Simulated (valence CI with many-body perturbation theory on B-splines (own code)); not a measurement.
## Nb: E2, M1 decay

Method: valence CI with perturbative core correlation (CI+MBPT): five valence electrons over a frozen Dirac-Fock core [Kr], a basis of 7 s, 7 p, 8 d, 6 f, 4 g, 1 h functions for each j, with the one-electron correlation potential Σ1, the two-electron term Σ2, the three-electron term Σ3, Breit, model QED; selected CI, second order for the rest, scaled by the run's own slope (own B-spline code, finite nucleus).

Against 16 measured levels this calculation errs by 122 cm⁻¹ on average and by 321 at most. These come from a selection out of the NIST Handbook of Basic Atomic Spectroscopic Data. Levels without a partner in it may be off by more, other configurations by 1,000 to 4,000 cm⁻¹. Among the levels kept, up to 2100 cm⁻¹ of a level comes from second order outside the variational space, and about a tenth of that is noise between levels of different J, which matters for small intervals.

Lines 1 to 50 of 97 in falling wavelength, among levels below 16795 cm⁻¹, chosen from the decays that carry over 1 % of a level's rate. Wavelengths and rates use the calculated energies, so an error of 100 cm⁻¹ moves a line at 2035 nm by 2 % and its rate by three times that or more. Electric multipoles are in the length gauge, E1 and E2 with the static RPA response of the core. S is in atomic units (e²a₀⁴ for E2 and M2, e²a₀⁶ for E3), for M1 in squared Bohr magnetons. Weak lines are less certain than strong ones. Lines between different terms over intervals too small for the method are left out, as are lines whose strength nearly cancels and 3 of this kind that miss the measured wavelength by over 7 %.

Names give the largest LS component (configuration and term), which can be under half, so a name can repeat, a term be missing and a line seem to break the LS rules; names also repeat where a configuration has a term twice. Letters in brackets count levels of one name in rising energy.

```csv
λ vac (nm),λ from measured levels,Upper,Lower,Type,A (s⁻¹),S (a.u.)
65160,64860,4d4.5s 6D_3/2,4d4.5s 6D_1/2,M1,2.26e-04,9.28e+00
42180,42050,4d4.5s 6D_5/2,4d4.5s 6D_3/2,M1,8.59e-04,1.43e+01
33630,32980,4d4.5s 6D_7/2,4d4.5s 6D_5/2,M1,1.37e-03,1.54e+01
32870,33360,4d3.5s2 4P_3/2,4d3.5s2 4P_1/2,M1,6.31e-04,3.32e+00
30650,29600,4d4.5s 4D_5/2 [a],4d4.5s 4D_3/2 [a],M1,1.28e-03,8.18e+00
28610,28170,4d4.5s 6D_9/2,4d4.5s 6D_7/2,M1,1.28e-03,1.11e+01
22360,22010,4d4.5s 4D_7/2 [a],4d4.5s 4D_5/2 [a],M1,2.01e-03,6.67e+00
22120,22520,4d3.5s2 4F_5/2,4d3.5s2 4F_3/2,M1,3.97e-03,9.56e+00
17970,17630,4d3.5s2 4F_7/2,4d3.5s2 4F_5/2,M1,7.45e-03,1.28e+01
15680,15360,4d3.5s2 4F_9/2,4d3.5s2 4F_7/2,M1,6.98e-03,9.97e+00
15010,14980,4d3.5s2 4P_5/2,4d3.5s2 4P_3/2,M1,4.73e-03,3.56e+00
12270,,4d3.5s2 2D_5/2,4d3.5s2 2D_3/2,M1,4.05e-03,1.66e+00
8215,,4d3.5s2 2P_3/2,4d3.5s2 2P_1/2,M1,1.22e-02,1.00e+00
5431,,4d3.5s2 2P_3/2,4d3.5s2 2D_3/2,M1,3.96e-02,9.40e-01
3677,,4d3.5s2 2H_9/2,4d3.5s2 2G_9/2,M1,2.76e-02,5.08e-01
3126,,4d3.5s2 2H_9/2,4d3.5s2 2G_7/2,M1,2.27e-02,2.57e-01
2738,,4d3.5s2 2D_3/2,4d3.5s2 4P_5/2,M1,8.41e-03,2.56e-02
2316,,4d3.5s2 2D_3/2,4d3.5s2 4P_3/2,M1,3.20e-02,5.89e-02
2239,,4d3.5s2 2D_5/2,4d3.5s2 4P_5/2,M1,5.80e-03,1.45e-02
2163,,4d3.5s2 2D_3/2,4d3.5s2 4P_1/2,M1,1.44e-02,2.17e-02
2035,2064,4d3.5s2 4P_1/2,4d4.5s 6D_3/2,M1,3.83e-02,2.39e-02
2023,,4d3.5s2 2P_1/2,4d3.5s2 4P_3/2,M1,1.11e-03,6.82e-04
2008,2038,4d3.5s2 4P_3/2,4d4.5s 6D_5/2,M1,3.09e-02,3.71e-02
1973,2001,4d3.5s2 4P_1/2,4d4.5s 6D_1/2,M1,1.07e-02,6.12e-03
1916,1944,4d3.5s2 4P_3/2,4d4.5s 6D_3/2,M1,1.48e-03,1.54e-03
1906,,4d3.5s2 2P_1/2,4d3.5s2 4P_1/2,M1,8.05e-02,4.13e-02
1869,1897,4d3.5s2 4P_5/2,4d4.5s 6D_7/2,M1,1.77e-02,2.57e-02
1862,1888,4d3.5s2 4P_3/2,4d4.5s 6D_1/2,M1,2.71e-03,2.59e-03
1820,,4d3.5s2 2P_3/2,4d3.5s2 4P_5/2,M1,5.45e-02,4.88e-02
1771,1794,4d3.5s2 4P_5/2,4d4.5s 6D_5/2,M1,2.57e-04,3.18e-04
1699,1721,4d3.5s2 4P_5/2,4d4.5s 6D_3/2,M1,4.49e-04,4.91e-04
1624,,4d3.5s2 2P_3/2,4d3.5s2 4P_3/2,M1,1.23e-02,7.80e-03
1577,,4d3.5s2 2G_7/2,4d3.5s2 4F_9/2,M1,1.74e-03,2.02e-03
1547,,4d3.5s2 2P_3/2,4d3.5s2 4P_1/2,M1,1.34e-02,7.37e-03
1542,1603,4d4.5s 4D_5/2 [a],4d3.5s2 4F_9/2,E2,8.95e-03,4.18e+01
1472,1526,4d4.5s 4D_3/2 [a],4d3.5s2 4F_7/2,E2,2.08e-02,5.13e+01
1466,,4d3.5s2 2G_9/2,4d3.5s2 4F_9/2,M1,9.99e-02,1.17e-01
1443,1494,4d4.5s 4D_7/2 [a],4d3.5s2 4F_9/2,E2,3.61e-02,1.61e+02
1433,,4d3.5s2 2G_7/2,4d3.5s2 4F_7/2,M1,4.45e-02,3.88e-02
1411,1465,4d4.5s 4D_1/2 [a],4d3.5s2 4F_5/2,E2,3.69e-02,3.69e+01
1404,1452,4d4.5s 4D_5/2 [a],4d3.5s2 4F_7/2,E2,1.96e-02,5.74e+01
1360,1405,4d4.5s 4D_3/2 [a],4d3.5s2 4F_5/2,E2,1.25e-02,2.08e+01
1341,,4d3.5s2 2G_9/2,4d3.5s2 4F_7/2,M1,4.51e-02,4.03e-02
1327,,4d3.5s2 2G_7/2,4d3.5s2 4F_5/2,M1,4.62e-02,3.20e-02
1327,1376,4d4.5s 4D_1/2 [a],4d3.5s2 4F_3/2,E2,3.58e-02,2.63e+01
1327,1376,4d4.5s 4D_1/2 [a],4d3.5s2 4F_3/2,M1,1.11e-03,1.92e-04
1321,1362,4d4.5s 4D_7/2 [a],4d3.5s2 4F_7/2,E2,2.38e-02,6.83e+01
1302,1341,4d4.5s 4D_5/2 [a],4d3.5s2 4F_5/2,E2,3.46e-02,6.94e+01
1281,1322,4d4.5s 4D_3/2 [a],4d3.5s2 4F_3/2,E2,4.59e-02,5.66e+01
1231,1264,4d4.5s 4D_7/2 [a],4d3.5s2 4F_5/2,E2,6.91e-03,1.39e+01
```
